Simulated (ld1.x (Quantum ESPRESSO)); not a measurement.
# Ranking TM potentials for silicon

All share these settings but for the change named:

```json
{"Element": "silicon (Si)", "Generator": "ld1.x (Quantum ESPRESSO) 7.5", "Type": "norm-conserving Troullier–Martins (Kleinman–Bylander form)", "Functional": "LDA (PZ)", "Relativity": "scalar-relativistic", "Frozen core": "[Ne]", "Valence charge": "4", "Reference configuration": "3s2 3p2", "Partial waves": "3s (bound): rc 1.30 bohr; 3p (bound): rc 2.15 bohr", "Local potential": "all-electron potential smoothed inside 1.55 bohr (lloc = -2)", "Core correction": "Bessel-smoothed model core, default radius (core density twice the valence density)"}
```

Test errors are all-electron minus pseudo excitation energies from the reference, over 3s2 3p1; 3s2 3p0; 3s1 3p0; 3s1 3p2; 3s2 3p2.3; 3s2 3p1.5; 3s0 3p4. None of these files shows a bound ghost.

The base gives 77.6 meV.

Of 9 variants that were run, those that failed, showed a ghost or another fault, or gave nearly equal values are left out.

A variant can come out equal or close to the base, since the largest error may sit in a test that the change hardly touches while other tests move.

Question: Rank these variants by their largest absolute test error, smallest first.
A. core correction Bessel-smoothed model core inside 0.98 bohr
B. core correction Bessel-smoothed model core inside 1.54 bohr
C. core correction none

Answer: A (77.3 meV), B (89.6 meV), C (249.0 meV).
